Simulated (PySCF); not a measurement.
Ranking problems on computed properties.

All species are isolated and taken at one optimised geometry, non-relativistic unless stated; the electronic structure was computed with PySCF and density fitting.

Dipoles, sizes and rotational constants follow the conformer. The torsions of the flexible species, by atom-mapped SMILES:
- `[CH:1]#[C:2][SiH2:3]/[CH:4]=[CH:5]/[C:6]([F:7])([F:8])[F:9]`: C2–Si3–C4–C5 7°, C4–C5–C6–F7 125°
- `[CH2:1]=[CH:2][CH2:3][C:4]#[C:5][Si:6]([F:7])([F:8])[F:9]`: C1–C2–C3–C4 -118°
- `[F:1][Si:2]([F:3])([F:4])[C:5]1=[CH:6][CH2:7][CH:8]=[CH:9]1`: F1–Si2–C5–C6 140°
- `[CH2:1]=[CH:2]/[CH:3]=[CH:4]\[C@H:5]([F:6])[CH:7]=[CH2:8]`: C1–C2–C3–C4 -177°, C3–C4–C5–F6 -157°, C4–C5–C7–C8 113°
- `[CH:1]#[C:2][C:3](=[CH2:4])[SiH2:5][C:6]([F:7])([F:8])[F:9]`: C2–C3–Si5–C6 180°, C3–Si5–C6–F7 180°
- `[CH2:1]=[CH:2][C@@H:3]1[C:4](=[CH2:5])[CH2:6][C@H:7]1[F:8]`: C1–C2–C3–C4 -129°
- `[CH:1]#[C:2]/[C:3](=[CH:4]\[SiH3:5])[C:6]([F:7])([F:8])[F:9]`: C2–C3–C6–F7 60°
- `[F:1][CH2:2][Si@:3]1([F:4])[CH:5]=[CH:6][C:7]([F:8])=[CH:9]1`: F1–C2–Si3–F4 180°
- `[CH2:1]=[CH:2][C:3]1([Si:4]([F:5])([F:6])[F:7])[CH:8]=[CH:9]1`: C1–C2–C3–Si4 -177°, C2–C3–Si4–F5 -177°

Question: Rank by electronic spatial extent ⟨r²⟩ about the centre of nuclear charge, highest first (CAM-B3LYP/def2-SVPD at GFN2-xTB geometries).
A. `F[Si](F)(F)C1=CCC=C1`
B. `C=C/C=C\[C@H](F)C=C`
C. `C=CCC#C[Si](F)(F)F`
D. `Fc1ccc(C#P)cc1`
E. `C#C[SiH2]/C=C/C(F)(F)F`
F. `C=C[C@@H]1C(=C)C[C@H]1F`
G. `S=C1C=COC=C1`
H. `C#CC(=C)[SiH2]C(F)(F)F`

Answer: C (2201 bohr²), E (1896 bohr²), D (1715 bohr²), H (1615 bohr²), A (1455 bohr²), B (1280 bohr²), F (1036 bohr²), G (862 bohr²).

Question: Rank by HOMO–LUMO gap, lowest first (CAM-B3LYP/def2-SVPD at GFN2-xTB geometries).
A. `FC[Si@]1(F)C=CC(F)=C1`
B. `C#C/C(=C\[SiH3])C(F)(F)F`
C. `C=C[C@@H]1C(=C)C[C@H]1F`
D. `S=C1C=COC=C1`
E. `C=CCC#C[Si](F)(F)F`

Answer: D (6.22 eV), A (7.33 eV), B (8.21 eV), C (9.59 eV), E (9.83 eV).

Question: Rank by dipole moment, lowest first (CAM-B3LYP/def2-SVPD at GFN2-xTB geometries).
A. `Fc1ccc(C#P)cc1`
B. `C#C[SiH2]/C=C/C(F)(F)F`
C. `C=C[C@@H]1C(=C)C[C@H]1F`
D. `F[Si](F)(F)C1=CCC=C1`

Answer: A (0.02 D), C (1.58 D), B (2.77 D), D (4.28 D).

Question: Give the two extremes of that set in atomic units.

Answer: `Fc1ccc(C#P)cc1`: 0.01 au; `F[Si](F)(F)C1=CCC=C1`: 1.68 au.

Question: Rank by smallest rotational constant, lowest first (GFN2-xTB).
A. `F[Si](F)(F)C#CCC=C`
B. `o1ccc(cc1)=S`
C. `C=CC1([Si](F)(F)F)C=C1`
D. `C=C[C@@H]1C(=C)C[C@H]1F`
E. `C(C(=C)[SiH2]C(F)(F)F)#C`
F. `C(F)(F)(/C=C/[SiH2]C#C)F`
G. `F[Si](F)(F)C1=CCC=C1`

Answer: A (0.492 GHz), F (0.554 GHz), E (0.672 GHz), G (0.785 GHz), C (0.886 GHz), D (1.153 GHz), B (1.278 GHz).

Question: Rank by lowest singlet excitation, highest first (TDDFT CAM-B3LYP/def2-SVPD at GFN2-xTB geometries).
A. `Fc1ccc(C#P)cc1`
B. `[C@@H]1(C=C)C(=C)C[C@H]1F`
C. `C=CCC#C[Si](F)(F)F`
D. `C(C([SiH2]C(F)(F)F)=C)#C`

Answer: B (6.70 eV), C (5.94 eV), D (5.27 eV), A (3.88 eV).

Question: Rank by lowest triplet excitation (Tamm–Dancoff), lowest first (TDA CAM-B3LYP/def2-SVPD at GFN2-xTB geometries).
A. `C#CC(=C)[SiH2]C(F)(F)F`
B. `C=CCC#C[Si](F)(F)F`
C. `FC[Si@]1(F)C=CC(F)=C1`
D. `S=c1ccocc1`
E. `Fc1ccc(C#P)cc1`
F. `C=CC1([Si](F)(F)F)C=C1`
G. `F[Si](F)(F)C1=CCC=C1`

Answer: D (2.19 eV), C (2.48 eV), E (2.63 eV), G (3.06 eV), A (3.39 eV), F (4.15 eV), B (4.50 eV).

Question: By how much do the two ends of that ranking differ?

Answer: By 2.31 eV, between `C=CCC#C[Si](F)(F)F` and `S=c1ccocc1`.
